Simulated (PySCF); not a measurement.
**Ionising NaSn**

PBE0; PySCF, scalar-relativistic core potentials, basis sets Na cc-pVDZ, Sn cc-pVDZ-PP with ECP28. Neutral (UKS): quartet (σ ↑, π ↑↑), Re = 2.924 Å, ωe = 182 cm⁻¹, De = 1.18 eV, HOMO -4.09 eV, LUMO -2.13 eV.

NaSn⁺ (UKS): triplet (σ ↑, π ↑), Re = 3.377 Å, ωe = 112 cm⁻¹, De = 0.64 eV to Na⁺ + Sn. The energies at the minima are -376.47138 hartree for NaSn and -376.25790 for NaSn⁺.

Problem. Work out the adiabatic ionisation energy, without and with harmonic zero-point energies (1 hartree = 27.2114 eV, 1 eV = 8065.5 cm⁻¹), and the change of the bond length.

Solution. At PBE0: 0.21348 hartree = 5.809 eV between the minima; the zero-point term (112.0 − 182.0)/2 cm⁻¹ = -0.004 eV makes it 5.805 eV. Re changes by +45.3 pm against the neutral. The electron leaves a π orbital; in so polar a molecule the change of length follows mostly from the change of the ionic charges.

Spin–orbit coupling is left out, which matters for elements this heavy, above all for dissociation energies. For an ion De counts to the pair picked by the measured ionisation energies or electron affinities, which need not be the lowest pair at this level. States were picked by a PBE0 search and need not be the measured ground states.
